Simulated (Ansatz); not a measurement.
A nudged elastic band was laid between two geometries of AlFH$_{6}$O$_{2}$Si (11 atoms, charge 0, multiplicity 1).

The calculation used Ansatz 0.2.0, RKS B3LYP-D4/cc-pVDZ.

```json
{
  "movable images": "9",
  "climbing image": "yes",
  "spring": "5.0 eV/Å²",
  "optimiser": "quadratic models (default)",
  "start path": "through a guess of the saddle point",
  "force threshold": "0.05 eV/Å",
  "iteration limit": "60",
  "end points": "relaxed"
}
```

Image 0:

```xyz
11
Properties=species:S:1:pos:R:3
Al -0.224 -0.034 0.123
H -0.505 -1.511 0.597
O 1.450 0.611 0.213
H 2.250 0.073 0.229
F -1.156 0.562 -1.169
O -0.444 1.274 1.518
Si 1.088 2.161 1.844
H 2.118 1.365 2.561
H 1.536 3.084 0.774
H 0.477 3.050 2.904
H -1.249 1.665 1.886
```

Image 10:

```xyz
11
Properties=species:S:1:pos:R:3
Al 0.149 0.646 -0.017
H -1.143 -0.946 1.150
O 1.603 -0.189 -0.392
H 1.629 -0.826 -1.117
F -1.242 0.404 -0.946
O 0.156 1.876 1.169
Si 1.003 2.839 2.249
H 1.477 2.018 3.408
H 2.185 3.468 1.580
H 0.088 3.911 2.748
H -0.561 -0.900 1.646
```

(1) What changes between the two ends?

(2) What energy profile does the band end with?

(3) What is the geometry of the highest image?

The band took 18 iterations and roughly 10 core-minutes.

Answers

(1) Bonds broken: Al1–H2, O6–H11. Bonds formed: H2–H11. AlFH6O2Si becomes AlFH4O2Si + H2.

(2) The run converged. The highest image is number 5 of 0 to 10, 0.91 eV above the first end and 0.97 eV above the last; the last end lies 0.06 eV below the first. A structure lower than the first end lies on the path between it and the top, so the climb from that side starts below the end, which may itself be a saddle point or a shallow side well. A vibrational analysis at the climbing image gives one clearly imaginary mode, 1228i cm⁻¹: a first-order saddle point. The orbitals stay closed-shell, which can raise the energy where a bond breaks towards radicals; this wasn't checked here.

| image | path coordinate (Å) | energy (eV) | Al1–H2 (Å) | O6–H11 (Å) | H2–H11 (Å) |
| --- | --- | --- | --- | --- | --- |
| 0 | 0.00 | 0.00 | 1.58 | 0.97 | 3.51 |
| 1 | 0.78 | -0.01 | 1.57 | 0.97 | 3.39 |
| 2 | 1.56 | 0.04 | 1.58 | 0.97 | 2.95 |
| 3 | 2.33 | 0.16 | 1.59 | 0.97 | 2.54 |
| 4 | 3.11 | 0.33 | 1.60 | 0.98 | 2.00 |
| 5 | 3.88 | 0.91 | 1.76 | 1.22 | 1.08 |
| 6 | 4.40 | 0.27 | 2.04 | 1.76 | 0.80 |
| 7 | 4.93 | -0.01 | 2.31 | 2.23 | 0.77 |
| 8 | 5.45 | -0.05 | 2.38 | 2.57 | 0.77 |
| 9 | 5.97 | -0.06 | 2.36 | 2.84 | 0.77 |
| 10 | 6.49 | -0.06 | 2.36 | 2.91 | 0.77 |

(3) 
```xyz
11
Properties=species:S:1:pos:R:3
Al 0.011 0.237 -0.014
H -0.826 -0.571 1.302
O 1.639 -0.280 -0.242
H 1.947 -0.629 -1.087
F -1.033 0.498 -1.319
O -0.102 1.479 1.365
Si 0.880 2.565 2.263
H 1.802 1.784 3.139
H 1.646 3.391 1.287
H -0.023 3.416 3.089
H -0.598 0.411 1.695
```

The run took 4.9 min on 2 threads of Intel(R) Xeon(R) 6975P-C (Granite Rapids), on a shared host, peak memory 0.28 GiB.
